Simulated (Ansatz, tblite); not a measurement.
Spin states of K₂I, each relaxed with r2SCAN-D4/def2-TZVP in Ansatz. Electronic energies in the gas phase.

In the def2 sets I takes a core potential, while STO-3G treats all electrons; there is no spin–orbit coupling. The xTB rows come from tblite. Correlated methods freeze 14 core orbitals; core or outer-core shells of K, I are correlated, in sets that lack core-valence functions. HOMO above LUMO, or a gap near zero within one spin, warns that the state may not be the lowest or that an electron is smeared out. In the quartet geometry the species has come apart into loosely held pieces. The structure comes from a short search, and lower isomers may exist.

Doublet geometry:

Cartesian coordinates in Å:
```
K 0.761 1.669 1.242
K -2.008 -0.851 -0.390
I 1.247 -0.819 -0.852
```

Quartet geometry (C2v within 0.1 Å):

Cartesian coordinates in Å:
```
K -0.883 -1.710 -2.275
K -0.600 2.915 0.147
I 1.483 -1.205 2.128
```

⟨S²⟩: doublet 0.75 at PBE0-D4/def2-TZVP (pure 0.75), quartet 3.75 at PBE0-D4/def2-TZVP (pure 3.75).

Run but left out: BLYP-D4/def2-TZVP (quartet: an occupied level 0.01 eV above an empty one).

Only these spin states were relaxed. The quartet has fallen apart into loose fragments. The quartet has other bonds than the doublet, so the gap mixes isomer and spin.

```csv
level,quartet − doublet (kJ/mol),lowest of these,remarks
GFN1-xTB,617.6,doublet,–
GFN2-xTB,477.9,doublet,–
HF/STO-3G,327.8,doublet,–
HF/def2-TZVP,317.3,doublet,–
HF/def2-TZVPP,317.3,doublet,–
PBE-D4/def2-TZVP,369.8,doublet,gap within one spin near zero (quartet)
r2SCAN-D4/def2-TZVP,399.3,doublet,–
B97M-V/def2-TZVP,386.0,doublet,–
r2SCANh-D4/def2-TZVP,396.7,doublet,–
PBE0-D4/def2-TZVP,374.4,doublet,–
r2SCAN0-D4/def2-TZVP,393.8,doublet,–
ωB97X-V/def2-TZVP,416.4,doublet,–
RPA@PBE/def2-TZVP,346.0,doublet,–
MP2/def2-TZVP,400.5,doublet,–
MP2/def2-TZVPP,400.5,doublet,–
CCSD/def2-TZVPP,379.2,doublet,–
CCSD(T)/def2-TZVPP,385.5,doublet,–
```

Change of the quartet − doublet gap on mixing in exact exchange, in kJ/mol: PBE to PBE0 (25 % exact exchange) 4.5; r2SCAN to r2SCANh (10 % exact exchange) -2.6; r2SCAN to r2SCAN0 (25 % exact exchange) -5.6.

The xTB methods have no term that favours high spin, so they put low spin too low.
